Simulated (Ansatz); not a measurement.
`O[Si]([SiH3])(Cl)Cl` + HBr → `O[Si]([SiH3])(Cl)Br` + HCl at 400 K and 1 bar (ligand exchange at the Si–Cl bond).

Computed with Ansatz on PBE0-D4/def2-TZVP structures; ΔE is electronic, products minus reactants. CCSD(T)/CBS adds triple-zeta CCSD(T) − MP2 to the extrapolated MP2 energy (def2 sets, frozen cores). This one scheme is used for every species. For Br outer-core shells are correlated without core-valence functions, which leaves a few kJ/mol of doubt a bond. Scalar relativity is left out up to krypton. One conformer a species, not always the lowest.

| species | CCSD(T)/CBS energy (Eh) | H − E (kJ/mol) | S (J/(mol·K)) |
| --- | --- | --- | --- |
| `O[Si]([SiH3])(Cl)Cl` | -1575.44956 | 151.3 | 422.2 |
| HBr | -2573.91920 | 27.6 | 207.2 |
| `O[Si]([SiH3])(Cl)Br` | -3688.98681 | 150.8 | 434.4 |
| HCl | -460.38127 | 29.6 | 195.4 |

H − E and S are ideal-gas, rigid-rotor, harmonic terms from PBE0-D4/def2-TZVP, for one conformer and one mirror image of each species. 1 Eh = 2625.50 kJ/mol, R = 8.31446 J/(mol·K).

Task: By hand: ΔE, ΔH, ΔS and ΔG.

Result: ΔE = (-3688.98681) + (-460.38127) − (-1575.44956) − (-2573.91920) = 0.00068 Eh = 1.8 kJ/mol. Δ(H − E) = 150.8 + 29.6 − 151.3 − 27.6 = 1.5, so ΔH = 3.3 kJ/mol. ΔS = 434.4 + 195.4 − 422.2 − 207.2 = 0.4 J/(mol·K). ΔG = 3.3 − 400 × (0.4)/1000 = 3.1 kJ/mol.

Task: By hand: the equilibrium constant, and the temperature at which ΔG would vanish if ΔH and ΔS stayed fixed.

Result: log₁₀ K = −ΔG/(RT ln 10) = -0.4. ΔG = 0 at ΔH/ΔS = 8250 K, far beyond where these terms or the molecules hold.

The number of gas molecules stays the same, so ΔS is small and ΔH decides. The sign of ΔG lies within the doubt. A doubt of 5 kJ/mol in ΔE shifts log₁₀ K by 0.7 here. Other conformers and mirror images would add mixing entropy, several J/(mol·K) or more a flexible species. These are equilibria of isolated gas molecules and say nothing of rates. Largest T1 diagnostic: 0.011 (customary marks: 0.02 for closed shells, 0.045 for open ones).
